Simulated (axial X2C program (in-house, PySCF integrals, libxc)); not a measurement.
# Density and ELF of GaTe

Computed with an in-house relativistic program for diatomic molecules. Spin-free means the one-electron spin-free X2C Hamiltonian. Basis: Te dyall-cv3z [11s12p8d4f1g], Ga dyall-cv3z [9s9p7d4f1g] (cores contracted in-house); Gaussian nuclei, density fitting, unrestricted open shells. Masses: Te 129.906 u, Ga 68.926 u.

PBE0, without spin–orbit coupling, state M_S = 1/2, Λ = 0 (beyond evenly filled blocks: σα); Te at z = 0, Ga at z = 2.457 Å.

The maps cover the half plane through the axis: z from -2.4 to 4.8 Å along the bond, ρ from 0.15 to 2.25 Å away from it.

log10 of the density in e/bohr³:

```
 ρ\z  -2.4  -1.8  -1.2  -0.6   0.0   0.6   1.2   1.8   2.4   3.0   3.6   4.2   4.8
0.15  -3.2  -2.3  -1.4  -0.2   1.8  -0.2  -1.1  -0.6   1.3  -0.2  -1.5  -2.3  -3.1
0.45  -3.2  -2.3  -1.5  -0.6   0.4  -0.6  -1.2  -0.9   0.2  -0.7  -1.6  -2.4  -3.1
0.75  -3.3  -2.4  -1.6  -1.0  -0.6  -1.0  -1.4  -1.3  -0.8  -1.2  -1.8  -2.5  -3.2
1.05  -3.4  -2.6  -1.9  -1.3  -1.1  -1.3  -1.6  -1.6  -1.5  -1.6  -2.1  -2.7  -3.4
1.35  -3.6  -2.8  -2.1  -1.7  -1.5  -1.6  -1.9  -2.0  -1.9  -2.0  -2.4  -2.9  -3.6
1.65  -3.8  -3.1  -2.5  -2.0  -1.8  -1.9  -2.2  -2.3  -2.3  -2.4  -2.7  -3.2  -3.8
1.95  -4.0  -3.3  -2.8  -2.4  -2.2  -2.3  -2.5  -2.6  -2.7  -2.8  -3.1  -3.5  -4.1
2.25  -4.2  -3.6  -3.1  -2.8  -2.6  -2.7  -2.8  -3.0  -3.1  -3.2  -3.5  -3.9  -4.4
```

Electron localisation function (collinear form, no current term, damped to 0 at low density):

```
 ρ\z  -2.4  -1.8  -1.2  -0.6   0.0   0.6   1.2   1.8   2.4   3.0   3.6   4.2   4.8
0.15  0.07  0.42  0.59  0.50  0.77  0.49  0.51  0.23  0.23  0.44  0.63  0.94  0.76
0.45  0.06  0.41  0.64  0.29  0.76  0.26  0.55  0.16  0.67  0.23  0.70  0.93  0.70
0.75  0.05  0.39  0.70  0.38  0.27  0.33  0.59  0.22  0.20  0.23  0.79  0.91  0.55
1.05  0.03  0.33  0.70  0.72  0.54  0.67  0.60  0.36  0.24  0.45  0.84  0.86  0.31
1.35  0.02  0.25  0.65  0.81  0.81  0.77  0.56  0.39  0.40  0.62  0.81  0.71  0.10
1.65  0.01  0.15  0.53  0.76  0.81  0.74  0.49  0.31  0.38  0.57  0.65  0.39  0.02
1.95  0.00  0.07  0.37  0.63  0.71  0.64  0.40  0.20  0.22  0.33  0.33  0.09  0.00
2.25  0.00  0.02  0.18  0.44  0.54  0.48  0.27  0.12  0.10  0.12  0.08  0.01  0.00
```

Axial spin density in 10⁻³ e/bohr³:

```
 ρ\z  -2.4  -1.8  -1.2  -0.6   0.0   0.6   1.2   1.8   2.4   3.0   3.6  4.2  4.8
0.15   0.4   2.9  15.0   4.7  -3.9   3.1  19.2  -1.5  -7.3  10.6  15.6  3.7  0.7
0.45   0.4   2.4  11.3  10.3  -0.9   9.1  13.8  -0.8  -0.6  14.4  12.3  3.1  0.6
0.75   0.3   1.6   6.6   7.8  -1.1   6.9   7.3  -0.8   0.7  11.1   7.8  2.2  0.5
1.05   0.2   0.9   3.1   3.2  -1.3   2.5   2.9  -0.7   0.6   5.8   4.2  1.4  0.3
1.35   0.1   0.5   1.3   1.0  -0.8   0.6   0.9  -0.4   0.3   2.5   2.0  0.8  0.2
1.65   0.1   0.2   0.5   0.3  -0.3   0.0   0.2  -0.2   0.1   1.0   0.9  0.4  0.1
1.95   0.0   0.1   0.2   0.1  -0.1  -0.1   0.0  -0.1   0.1   0.4   0.4  0.2  0.1
2.25   0.0   0.0   0.1   0.0  -0.1   0.0   0.0   0.0   0.0   0.1   0.1  0.1  0.0
```

The state is one determinant with fixed occupations, lowest in a PBE0 search at one distance only: followed along the bond, the 2c determinant Ω = 3/2 reaches 0.05 eV lower at PBE0, at Re = 2.666 Å, so the state shown is not the lowest.
